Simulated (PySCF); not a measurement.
Gas-phase reaction: 2 Si₃O₃ → 6 Si + 3 O₂

Energies from PySCF (xtb for GFN2), thermal terms from the rigid-rotor harmonic-oscillator model, ideal gas at 1 bar. † marks an energy on the PBE0/def2-TZVP geometry and frequencies; other levels use their own. MP2 freezes the core. 6-31G* has spherical d functions here. Open shells (unrestricted): Si (multiplicity 3), O₂ (multiplicity 3); the rest are closed-shell singlets. GFN2 has no spin-polarisation term. Spin-orbit splitting is ignored; it lowers the true energy and changes the entropy of Si. B3LYP is the form with VWN-RPA correlation. Si₃O₃: computed as isolated molecules; such fragments, hydroxides, amides, oligomers or adducts are transient or little studied in the gas. MP2 isn't extrapolated to the basis-set limit.

| level | ΔH°(298 K), kJ |
|---|---|
| B3LYP/def2-TZVP† | 4043 |
| BLYP/def2-TZVP† | ___ |
| GFN2-xTB | 5286 |
| HF/6-31G* | ___ |
| MP2/def2-SVP† | ___ |
| PBE/def2-TZVP† | 3987 |
| PBE0/def2-SVP† | ___ |
| r2SCAN/def2-TZVP† | 4052 |

Problem. Some entries are withheld; supply them.

Solution. 
- BLYP/def2-TZVP†, ΔH°(298 K), kJ: 3962
- HF/6-31G*, ΔH°(298 K), kJ: 3205
- MP2/def2-SVP†, ΔH°(298 K), kJ: 3843
- PBE0/def2-SVP†, ΔH°(298 K), kJ: 3826
